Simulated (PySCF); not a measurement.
# How the method moves the HOMO and LUMO of `F[SiH2]/N=C\C(F)(F)F`

Compound: C2H3F4NSi.
Geometry (PBE0-D3(BJ)/def2-SVP, Å), atoms numbered from 1 in this order:
```xyz
11
C2H3F4NSi angstrom
F      3.187    0.399    0.599
Si     1.822   -0.123   -0.096
N      0.517    0.677    0.736
C     -0.732    0.655    0.686
C     -1.558   -0.213   -0.252
F     -0.781   -0.966   -1.032
F     -2.354   -1.019    0.448
F     -2.322    0.547   -1.033
H      1.766   -1.592    0.106
H      1.852    0.307   -1.516
H     -1.360    1.288    1.342
```

Basis pcSseg-1 throughout (PySCF), one geometry. Isolated species at its PBE0-D3(BJ)/def2-SVP geometry (one conformer only).

Task: How do the orbital energies, the gap and the dipole change with the method?

Result: 
```json
{"method": "BLYP", "kind": "GGA", "HOMO (eV)": "-6.42", "LUMO (eV)": "-2.92", "gap (eV)": "3.50", "μ (D)": "1.48", "SCF cycles": "15"}
{"method": "BP86", "kind": "GGA", "HOMO (eV)": "-6.67", "LUMO (eV)": "-3.19", "gap (eV)": "3.48", "μ (D)": "1.51", "SCF cycles": "15"}
{"method": "KT3", "kind": "GGA", "HOMO (eV)": "-6.70", "LUMO (eV)": "-3.02", "gap (eV)": "3.68", "μ (D)": "1.45", "SCF cycles": "16"}
{"method": "LDA", "kind": "LDA", "HOMO (eV)": "-6.72", "LUMO (eV)": "-3.39", "gap (eV)": "3.33", "μ (D)": "1.53", "SCF cycles": "15"}
{"method": "mPW1PW91", "kind": "global hybrid", "HOMO (eV)": "-8.11", "LUMO (eV)": "-2.10", "gap (eV)": "6.01", "μ (D)": "1.52", "SCF cycles": "14"}
{"method": "CAM-B3LYP", "kind": "range-separated hybrid", "HOMO (eV)": "-9.48", "LUMO (eV)": "-0.84", "gap (eV)": "8.64", "μ (D)": "1.51", "SCF cycles": "13"}
{"method": "wB97X-D", "kind": "range-separated hybrid", "HOMO (eV)": "-10.00", "LUMO (eV)": "-0.23", "gap (eV)": "9.76", "μ (D)": "1.55", "SCF cycles": "14"}
```

The HOMO spans 3.57 eV, from BLYP down to wB97X-D, and the gap runs from 3.33 eV (LDA) to 9.76 eV (wB97X-D). The dipole ranges from 1.45 D (KT3) to 1.55 D (wB97X-D). This basis has no diffuse functions.
